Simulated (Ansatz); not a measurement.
`OBCl` + acetylene → `C#CBO` + HCl  (formal exchange of groups at a B–Cl bond)

Program: Ansatz. Geometries: PBE0-D4/def2-TZVP. ΔE: electronic, gas phase. CBS: MP2 limit from def2 TZ/QZ plus the TZ coupled-cluster correction, frozen cores. This one scheme is used for every species. Functionals use def2-TZVPP. HSE06 is defined as in plane-wave codes. One conformer a species, not always the lowest.

`OBCl`:

Z-matrix (Å, degrees):
```
B
O 1 1.340
Cl 1 1.766 2 121.0
H 1 1.189 2 119.8 3 -180.0
H 2 0.963 1 113.9 3 -0.0
```

`C#C`:

```xyz
4

C    -0.221   -0.084   -0.550
C     0.221    0.084    0.550
H    -0.615   -0.232   -1.528
H     0.615    0.232    1.528
```

`C#CBO`:

Cartesian coordinates in Å:
```
C 0.338 -1.732 -0.439
C 0.098 -0.554 -0.335
B -0.207 0.940 -0.216
O -0.271 1.551 0.987
H 0.549 -2.772 -0.536
H -0.398 1.614 -1.183
H -0.108 0.953 1.723
```

HCl:

Z-matrix (Å, degrees):
```
Cl
H 1 1.279
```

```tsv
level	ΔE (kJ/mol)
HSE06	45.3
CCSD(T)/def2-TZVPP	45.7
HF/def2-QZVPP	48.6
MP2/def2-QZVPP	48.0
```

Problem. What does CCSD(T)/CBS give? (Estimate.)

Solution. Ansatz gave: +46.4 kJ/mol. The listed levels differ from it by -1.1, -0.7, 2.2, 1.6 kJ/mol.

Largest T1 diagnostic among the species: 0.015.

At CCSD(T), def2-SVP lies +6.1 kJ/mol from the extrapolated value and def2-TZVPP −0.8 kJ/mol. From BLYP to BHLYP (50 % exact exchange), in def2-TZVPP and without D4, ΔE moves by +4.2 kJ/mol.
